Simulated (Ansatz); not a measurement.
Molecule (SMILES): O=[P] (O-P), doublet.
Atoms: P1, O2. Bonds: P1-O2.

Basis-set convergence of the optimised P1-O2 bond length at MP2 with Ansatz (an electronic-structure program). The reference of a correlated method is not its basis-set limit, which lies further on. Cartesian d functions, on some or all atoms, in 6-311G**, 6-311+G**; all else is spherical. Cores are frozen. Open shells are unrestricted. No added dispersion term, no relativity. Reference: the value in aug-cc-pV(Q+d)Z, 1.4886 Å, itself unsure by roughly 0.0015 Å (its mean distance from cc-pV(5+d)Z, def2-QZVPP, cc-pV(Q+d)Z). Deviations are taken from unrounded values.

| basis | functions | optimised P1-O2 bond length (Å) |
|---|---|---|
| 6-311G** | 45 | 1.4680 |
| 6-311+G** | 53 | 1.4730 |
| cc-pV(T+d)Z | 69 | 1.4905 |
| aug-cc-pV(T+d)Z | 101 | 1.4929 |
| def2-TZVPP | 73 | 1.4927 |
| def2-TZVPPD | 88 | 1.4935 |
| cc-pV(Q+d)Z | 119 | 1.4876 |
| aug-cc-pV(Q+d)Z | 169 | 1.4886 |

What the diffuse functions change, pair by pair:
- 6-311G** to 6-311+G**: 8 more functions, deviation -0.0207 to -0.0156 Å
- cc-pV(T+d)Z to aug-cc-pV(T+d)Z: 32 more functions, deviation 0.0019 to 0.0043 Å
- def2-TZVPP to def2-TZVPPD: 15 more functions, deviation 0.0040 to 0.0049 Å
- cc-pV(Q+d)Z to aug-cc-pV(Q+d)Z: 50 more functions, deviation -0.0010 to 0.0000 Å

Leaving out the reference's own pair, they bring the value nearer the reference by more than 0.0015 Å in 1 of 3 pairs.
